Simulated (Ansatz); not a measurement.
`C#C[SiH2]C#N` + `N[SiH3]` → `N#C[SiH2]N[SiH3]` + acetylene at 500 K and 1 bar (ligand exchange at the Si–C bond).

Gas-phase electronic energies from Ansatz, PBE0-D4/def2-TZVP geometries. CCSD(T)/CBS adds triple-zeta CCSD(T) − MP2 to the extrapolated MP2 energy (def2 sets, frozen cores). This one scheme is used for every species. Each species was taken in one conformer, which may not be the lowest.

```tsv
species	CCSD(T)/CBS energy (Eh)	H − E (kJ/mol)	S (J/(mol·K))
`C#C[SiH2]C#N`	-459.67292	158.5	381.6
`N[SiH3]`	-346.80422	161.3	303.9
`N#C[SiH2]N[SiH3]`	-729.26217	228.8	443.1
`C#C`	-77.22717	90.7	225.3
```

H − E and S are ideal-gas, rigid-rotor, harmonic terms from PBE0-D4/def2-TZVP, for one conformer and one mirror image of each species. 1 Eh = 2625.50 kJ/mol, R = 8.31446 J/(mol·K).

Problem. By hand: ΔE, ΔH, ΔS and ΔG.

Solution. ΔE = (-729.26217) + (-77.22717) − (-459.67292) − (-346.80422) = -0.01220 Eh = -32.0 kJ/mol. Δ(H − E) = 228.8 + 90.7 − 158.5 − 161.3 = -0.3, so ΔH = -32.3 kJ/mol. ΔS = 443.1 + 225.3 − 381.6 − 303.9 = -17.1 J/(mol·K). ΔG = -32.3 − 500 × (-17.1)/1000 = -23.7 kJ/mol.

Problem. By hand: the equilibrium constant, and the temperature at which ΔG would vanish if ΔH and ΔS stayed fixed.

Solution. log₁₀ K = −ΔG/(RT ln 10) = 2.5. ΔG = 0 at ΔH/ΔS = 1889 K, though so small a ΔS makes that figure unsure.

ΔH outweighs TΔS. A doubt of 5 kJ/mol in ΔE shifts log₁₀ K by 0.5 here. Other conformers and mirror images would add mixing entropy, several J/(mol·K) or more a flexible species. Modes under 60 cm⁻¹, often nearly free rotors, make the harmonic entropy too high. These are equilibria of isolated gas molecules and say nothing of rates. Largest T1 diagnostic: 0.014 (customary marks: 0.02 for closed shells, 0.045 for open ones).
